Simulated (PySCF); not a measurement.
**Electron correlation in Tb (terbium, neutral)**

[Xe] 4f9 6s2, one real determinant. Calculation: PySCF 2.14, in x2c-TZVPPall with one added diffuse shell each of s, p, d, f type (12s8p8d5f2g, 129 functions); scalar relativity by spin-free X2C-1e. Frozen: [Kr] 4d10; 19 electrons correlated.

MP2 pair energies summed by pair of shells (mhartree):

```tsv
pair	energy	share (%)
4f-4f	-267.11	36.8
4f-5p	-191.81	26.4
5p-5p	-120.42	16.6
4f-5s	-41.59	5.7
5s-5p	-32.41	4.5
5p-6s	-30.79	4.2
6s-6s	-18.18	2.5
4f-6s	-15.50	2.1
5s-5s	-6.02	0.8
5s-6s	-1.52	0.2
```

Total MP2 correlation energy: -725.35 mhartree.

Same-spin part -296.60 and opposite-spin part -428.75 mhartree; SCS-MP2 scales them by 1/3 and 6/5 to -613.36 mhartree.

The reference is one real determinant that mixes LS terms of this configuration.
